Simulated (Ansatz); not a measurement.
Energy landscape of H2Mg, singlet: symmetric bend, bond length relaxed. Scanned: H-Mg-H angle. Other coordinates (Mg-H bond length) were minimised at B3LYP/def2-TZVP.

- RKS-PBE/aug-cc-pVDZ = restricted PBE/aug-cc-pVDZ (Ansatz, a quantum-chemistry and plane-wave program)
- RKS-B3LYP/aug-cc-pVDZ = restricted B3LYP/aug-cc-pVDZ in Ansatz
- FCI/aug-cc-pVDZ = full CI/aug-cc-pVDZ, frozen core (Ansatz)

Energies relative to the lowest point of each profile, in kcal/mol; the last columns give the error against full CI:

```tsv
a / °	RKS-PBE/aug-cc-pVDZ	RKS-B3LYP/aug-cc-pVDZ	FCI/aug-cc-pVDZ	RKS-PBE/aug-cc-pVDZ − FCI/aug-cc-pVDZ	RKS-B3LYP/aug-cc-pVDZ − FCI/aug-cc-pVDZ
180	0.0	0.0	0.0	0.0	0.0
169.68	0.3	0.4	0.4	0.0	0.0
162.15	1.0	1.1	1.1	-0.1	0.0
150.58	2.8	3.0	3.0	-0.2	0.0
137.81	5.9	6.3	6.4	-0.4	-0.1
128.07	9.2	9.8	9.9	-0.7	-0.1
119.86	12.6	13.4	13.5	-0.9	-0.1
109.31	18.0	19.1	19.2	-1.2	0.0
100.93	23.3	24.7	24.7	-1.4	0.1
88.06	33.6	35.6	35.2	-1.6	0.5
77.95	44.0	46.6	45.6	-1.6	1.1
70.14	53.7	57.0	55.3	-1.5	1.7
60	68.9	73.1	70.1	-1.3	2.9
```

RKS-PBE/aug-cc-pVDZ is furthest from FCI/aug-cc-pVDZ at 77.95 (-1.6 kcal/mol, below); its mean absolute error over the points is 0.8 kcal/mol.

RKS-B3LYP/aug-cc-pVDZ is furthest from FCI/aug-cc-pVDZ at 60 (2.9 kcal/mol, above); its mean absolute error over the points is 0.5 kcal/mol.
